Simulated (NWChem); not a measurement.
System: SiNH5Se; SMILES N[Se][SiH3]

NWChem input:

```
start job
memory heap 200 mb stack 900 mb global 1100 mb
geometry units angstroms noautoz
  Se     0.487097     0.570326     0.006026
  N     -1.295717     1.174450     0.000686
  H     -1.425744     1.762943    -0.821269
  H     -1.431639     1.760112     0.823719
  Si    -0.166031    -1.617529     0.001870
  H      1.087985    -2.432629     0.005303
  H     -0.965951    -1.928597    -1.218790
  H     -0.974094    -1.930700     1.216583
end
basis spherical
  * library def2-svp
end
dft
  xc mn15
  grid xfine
  iterations 150
  mulliken
end
task dft gradient
```

Parts of the log:

```
             Northwest Computational Chemistry Package (NWChem) 7.3.0
             --------------------------------------------------------

 CS  symmetry detected

                             Geometry "geometry" -> ""
                             -------------------------

 Output coordinates in angstroms (scale by  1.889725989 to convert to a.u.)

  No.       Tag          Charge          X              Y              Z
 ---- ---------------- ---------- -------------- -------------- --------------
    1 Se                  34.0000     0.44492324     0.54869503     0.00000000
    2 N                    7.0000    -1.35688745     1.09357878     0.00000000
    3 H                    1.0000    -1.50918593     1.67594249    -0.82250019
    4 H                    1.0000    -1.50918593     1.67594249     0.82250019
    5 Si                  14.0000    -0.13556394    -1.65954807     0.00000000
    6 H                    1.0000     1.14470548    -2.43276610     0.00000000
    7 H                    1.0000    -0.92880832    -1.99806412    -1.21769376
    8 H                    1.0000    -0.92880832    -1.99806412     1.21769376

 Effective nuclear repulsion energy (a.u.)     257.7093096868

      Symmetry information
      --------------------

 Group name             Cs
 Group number              2
 Group order               2
 No. of unique centers     6

                                 NWChem DFT Module
                                 -----------------

 Summary of "ao basis" -> "ao basis" (spherical)
 ------------------------------------------------------------------------------
       Tag                 Description            Shells   Functions and Types
 ---------------- ------------------------------  ------  ---------------------
 Se                         def2-svp                12       32   5s4p3d
 N                          def2-svp                 6       14   3s2p1d
 H                          def2-svp                 3        5   2s1p
 Si                         def2-svp                 8       18   4s3p1d

      Symmetry analysis of basis
      --------------------------

        a'         59
        a"         30

            General Information
            -------------------
          SCF calculation type: DFT
          Wavefunction type:  closed shell.
          No. of atoms     :     8
          No. of electrons :    60
           Alpha electrons :    30
            Beta electrons :    30
          Charge           :     0
          Spin multiplicity:     1
          Use of symmetry is: on ; symmetry adaption is: on
          Maximum number of iterations: 150
          AO basis - number of functions:    89
                     number of shells:    41
          Convergence on energy requested:  1.00D-06
          Convergence on density requested:  1.00D-05
          Convergence on gradient requested:  5.00D-04

              XC Information
              --------------
                         MN15 Method XC Functional
                     Hartree-Fock (Exact) Exchange  0.440
                          MN15 Exchange Functional  1.000
                        MN15 Correlation Potential  1.000

             Grid Information
             ----------------
          Grid used for XC integration:  xfine
          Radial quadrature: Mura-Knowles
          Angular quadrature: Lebedev.
          Tag              B.-S. Rad. Rad. Pts. Rad. Cut. Ang. Pts.
          ---              ---------- --------- --------- ---------
          Se                  1.15      160          10.0      1454
          N                   0.65      100          12.0      1454
          H                   0.35      100          13.0      1202
          Si                  1.10      125          11.0      1454
          Grid pruning is: on
          Number of quadrature shells:   685
          Spatial weights used:  Erf1

      Superposition of Atomic Density Guess
      -------------------------------------

 Sum of atomic energies:       -2744.99090621

      Non-variational initial energy
      ------------------------------

 Total energy =   -2745.944388
 1-e energy   =   -4333.584442
 2-e energy   =    1329.930745
 HOMO         =      -0.261298
 LUMO         =      -0.005539

      Symmetry analysis of molecular orbitals - initial
      -------------------------------------------------

  Numbering of irreducible representations:

     1 a'          2 a"

  Orbital symmetries:

     1 a'          2 a'          3 a'          4 a'          5 a'
     6 a"          7 a'          8 a'          9 a'         10 a'
    11 a"         12 a'         13 a'         14 a"         15 a'
    16 a'         17 a'         18 a"         19 a'         20 a"
    21 a'         22 a'         23 a'         24 a"         25 a'
    26 a'         27 a"         28 a'         29 a'         30 a"
    31 a'         32 a'         33 a'         34 a"         35 a'
    36 a'         37 a"         38 a'         39 a"         40 a'

     ---------------------------------------------
      Total Density - Mulliken Population Analysis
     ---------------------------------------------

    Atom       Charge   Shell Charges
 -----------   ------   -------------------------------------------------------
    1 Se  34    34.13   2.00  2.00  2.00  1.33  0.55  6.00  5.98  1.85  2.34  8.20  1.75  0.12
    2 N    7     7.57   1.99  1.04  0.51  2.38  1.64  0.01
    3 H    1     0.77   0.61  0.12  0.04
    4 H    1     0.77   0.61  0.12  0.04
    5 Si  14    13.55   2.00  1.99  1.01  0.27  5.94  1.09  1.13  0.13
    6 H    1     1.07   0.69  0.37  0.01
    7 H    1     1.07   0.70  0.36  0.01
    8 H    1     1.07   0.70  0.36  0.01

   convergence    iter        energy       DeltaE   RMS-Dens  Diis-err
 ---------------- ----- ----------------- --------- --------- ---------
 d= 0,ls=0.0,diis     1  -2748.3987436326 -3.01D+03  7.39D-03  8.67D-01
 d= 0,ls=0.0,diis     2  -2748.4414509021 -4.27D-02  2.63D-03  9.49D-02
 d= 0,ls=0.0,diis     3  -2748.4455715950 -4.12D-03  1.31D-03  2.48D-02
 d= 0,ls=0.0,diis     4  -2748.4473252930 -1.75D-03  3.66D-04  2.11D-03
 d= 0,ls=0.0,diis     5  -2748.4475600478 -2.35D-04  1.04D-04  1.52D-04
  Resetting Diis
 d= 0,ls=0.0,diis     6  -2748.4475754377 -1.54D-05  3.43D-05  4.76D-06
 d= 0,ls=0.0,diis     7  -2748.4475762859 -8.48D-07  1.12D-05  3.02D-07
 d= 0,ls=0.0,diis     8  -2748.4475763465 -6.06D-08  4.90D-06  1.62D-07

         Total DFT energy =    -2748.447576346472
      One electron energy =    -4334.616031196117
           Coulomb energy =     1445.326841353135
    Exchange-Corr. energy =     -116.867696190316
 Nuclear repulsion energy =      257.709309686826

 Numeric. integr. density =       60.000000024860

                  Occupations of the irreducible representations
                  ----------------------------------------------

                     irrep           alpha         beta
                     --------     --------     --------
                     a'               22.0         22.0
                     a"                8.0          8.0

                       DFT Final Molecular Orbital Analysis
                       ------------------------------------

 Vector   28  Occ=2.000000D+00  E=-3.779268D-01  Symmetry=a'
              MO Center=  5.2D-02, -1.5D+00, -7.3D-15, r^2= 3.6D+00
   Bfn.  Coefficient  Atom+Function         Bfn.  Coefficient  Atom+Function
  ----- ------------  ---------------      ----- ------------  ---------------
    75      0.333175  6 H  s                 64      0.276511  5 Si px
    80     -0.201815  7 H  s                 85     -0.201815  8 H  s
    76      0.183676  6 H  s                 67      0.182348  5 Si px
    37      0.163810  2 N  py                61     -0.153923  5 Si px
    35      0.130968  2 N  s                  4     -0.114291  1 Se s

 Vector   29  Occ=2.000000D+00  E=-2.896730D-01  Symmetry=a'
              MO Center= -5.5D-01,  5.4D-01,  1.4D-14, r^2= 2.9D+00
   Bfn.  Coefficient  Atom+Function         Bfn.  Coefficient  Atom+Function
  ----- ------------  ---------------      ----- ------------  ---------------
    37      0.342313  2 N  py                36      0.284043  2 N  px
    40     -0.276700  2 N  py                13      0.230397  1 Se py
    15      0.230155  1 Se px                39     -0.230681  2 N  px
    12      0.216450  1 Se px                16      0.207918  1 Se py
    35      0.200408  2 N  s                 65     -0.192189  5 Si py

 Vector   30  Occ=2.000000D+00  E=-2.686443D-01  Symmetry=a"
              MO Center=  2.8D-01,  3.3D-01, -3.5D-15, r^2= 2.5D+00
   Bfn.  Coefficient  Atom+Function         Bfn.  Coefficient  Atom+Function
  ----- ------------  ---------------      ----- ------------  ---------------
    17      0.588957  1 Se pz                14      0.507054  1 Se pz
    11     -0.322788  1 Se pz                81      0.119101  7 H  s
    86     -0.119101  8 H  s                 80      0.116059  7 H  s
    85     -0.116059  8 H  s                  8      0.104866  1 Se pz
    38      0.098315  2 N  pz                47      0.097530  3 H  s

[...]

                         DFT ENERGY GRADIENTS

    atom               coordinates                        gradient
                 x          y          z           x          y          z
   1 Se      0.840783   1.036883   0.000000    0.003669   0.004186   0.000000
   2 N      -2.564145   2.066564   0.000000   -0.005357   0.002133   0.000000
   3 H      -2.851948   3.167072  -1.554300    0.001250  -0.000568   0.001939
   4 H      -2.851948   3.167072   1.554300    0.001250  -0.000568  -0.001939
   5 Si     -0.256179  -3.136091   0.000000    0.000314   0.000503   0.000000
   6 H       2.163180  -4.597261   0.000000    0.005191  -0.002934   0.000000
   7 H      -1.755193  -3.775794  -2.301108   -0.003158  -0.001376  -0.004919
   8 H      -1.755193  -3.775794   2.301108   -0.003158  -0.001376   0.004919
```

Level: MN15/def2-SVP. Structure relaxed at the PBE0/def2-SVP level.
